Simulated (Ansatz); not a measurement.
Isolated molecules relaxed with PBE0-D4/def2-TZVP in Ansatz; ΔE leaves out vibrations. CCSD(T)/CBS is the MP2 limit (def2-TZVPP, def2-QZVPP) plus CCSD(T) − MP2 in def2-TZVPP, frozen cores. Functionals use def2-TZVPP. HSE06 is defined as in plane-wave codes. For Ga, Ge outer-core shells are correlated without core-valence functions, which leaves a few kJ/mol of doubt a bond. Scalar relativity is left out up to krypton. Each species was taken in one conformer, which may not be the lowest.

`N[SiH2][CH2][GaH2]` + `S[CH2][GeH3]` → `S[SiH2][CH2][GaH2]` + `N[CH2][GeH3]`  (redistribution)

`N[SiH2][CH2][GaH2]`:

```xyz
12

N    -1.942    0.618   -1.135
Si   -0.301    0.153   -0.891
C     0.082    0.013    0.923
Ga    1.830   -0.807    1.295
H    -2.290    1.464   -0.713
H    -2.362    0.475   -2.040
H    -0.143   -1.154   -1.589
H     0.709    1.082   -1.489
H    -0.703   -0.587    1.393
H     0.070    1.019    1.356
H     1.928   -2.361    1.503
H     3.121    0.084    1.387
```

`S[CH2][GeH3]`:

```xyz
9

S     0.122   -0.169   -2.074
C     0.106   -0.846   -0.397
Ge    0.109    0.552    0.981
H    -0.930    0.655   -1.939
H     1.026   -1.427   -0.310
H    -0.731   -1.532   -0.262
H     0.006   -0.073    2.386
H    -1.107    1.465    0.745
H     1.399    1.376    0.869
```

`S[SiH2][CH2][GaH2]`:

Z-matrix (Å, degrees):
```
Si
C 1 1.857
S 1 2.144 2 114.2
H 1 1.488 2 109.4 3 -123.7
H 1 1.487 2 111.3 3 116.3
Ga 2 1.972 1 113.5 3 -174.1
H 2 1.095 1 108.2 3 65.0
H 2 1.094 1 108.1 3 -52.7
H 3 1.344 1 94.6 2 -62.3
H 6 1.570 2 119.7 1 -89.6
H 6 1.570 2 119.4 1 90.1
```

`N[CH2][GeH3]`:

Z-matrix (Å, degrees):
```
C
Ge 1 1.966
N 1 1.455 2 109.9
H 1 1.093 2 106.8 3 118.0
H 1 1.100 2 108.8 3 -126.9
H 2 1.540 1 110.4 3 173.0
H 2 1.542 1 108.9 3 53.8
H 2 1.536 1 110.6 3 -65.7
H 3 1.013 1 111.1 2 176.9
H 3 1.012 1 111.0 2 -64.1
```

```tsv
level	ΔE (kJ/mol)	difference from CCSD(T)/CBS
BLYP-D4	19.1	-4.0
r2SCAN-D4	19.1	-4.0
B97M-V	20.8	-2.3
PBE0-D4	15.1	-8.0
HSE06-D4	15.0	-8.1
CAM-B3LYP-D4	22.6	-0.5
ωB97M-V	22.1	-1.0
r2SCAN0	19.8	-3.3
HSE06	14.8	-8.3
CAM-B3LYP	22.5	-0.6
CCSD(T)/def2-SVP	8.3	-14.8
MP2/def2-TZVPP	24.8	1.7
CCSD/def2-TZVPP	21.9	-1.2
MP2/def2-QZVPP	26.0	2.9
MP2/CBS(def2)	26.3	3.2
CCSD/CBS(def2)	23.4	0.3
CCSD(T)/CBS	23.1	0
```

Largest T1 diagnostic among the species: 0.012.

From BLYP to BHLYP (50 % exact exchange), in def2-TZVPP and without D4, ΔE moves by +4.3 kJ/mol. At CCSD(T), def2-SVP lies −14.8 kJ/mol from the extrapolated value and def2-TZVPP −1.5 kJ/mol. Leaving LDA and LC-ωPBE aside and taking each functional with its dispersion term where it has one, the values, not all of them listed here, spread over 9.9 kJ/mol, from revPBE-D4 to BHLYP-D4.

CCSD(T)/CBS has its own doubt, a few kJ/mol and more with outer-core shells, so smaller differences from it don't rank the levels.
